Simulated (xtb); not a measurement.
CH₅ClGeO₃, SMILES C[O][Ge]([OH])([OH])[Cl]. All values are semi-empirical tight-binding results from xtb (GFN2-xTB unless named), good for trends rather than for accurate numbers. Geometry optimised at GFN2-xTB. One conformer was computed; it need not be the lowest.

The geometry has at least one imaginary mode, so it is a saddle point at that level.

For metal compounds this method's bond lengths and energies can be far off.

Estimate the properties. (The exact figures need the calculation; the answer reports its results.)


| Quantity | Value |
|---|---|
| orbital gap | 6.23 eV |
